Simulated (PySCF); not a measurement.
## How methods differ on the excitation energy of C²⁺

C²⁺ [He] 2s2 (1S) → C²⁺ [He] 2s1 2p1 (3P), as a difference of total energies. Computed with PySCF 2.14 in aug-cc-pwCVDZ (5s4p2d, 27 functions), with the non-relativistic Hamiltonian (point nucleus). Correlated levels: valence and next inner shell: nothing frozen. The calculations carry no spin-orbit coupling.

```json
{"method": "UHF", "excitation energy (eV)": "4.736"}
{"method": "MP2 (valence and next inner shell)", "excitation energy (eV)": "5.812"}
{"method": "SCS-MP2 (valence and next inner shell)", "excitation energy (eV)": "6.081"}
{"method": "CCSD (valence and next inner shell)", "excitation energy (eV)": "6.604"}
{"method": "CCSD(T) (valence and next inner shell)", "excitation energy (eV)": "6.614"}
{"method": "CCSDT (valence and next inner shell)", "excitation energy (eV)": "6.614"}
```

Task: How much does correlation contribute at CCSD(T) (valence and next inner shell)?

Result: 6.614 − (4.736) = 1.878 eV, measured against UHF.

A first-order spin-orbit estimate (lowest level to lowest level, LS coupling) adds -0.006 eV.

The coupled-cluster amplitudes are large for the lower state (T1 above 0.03 or a double amplitude above 0.15), so a single reference is strained.
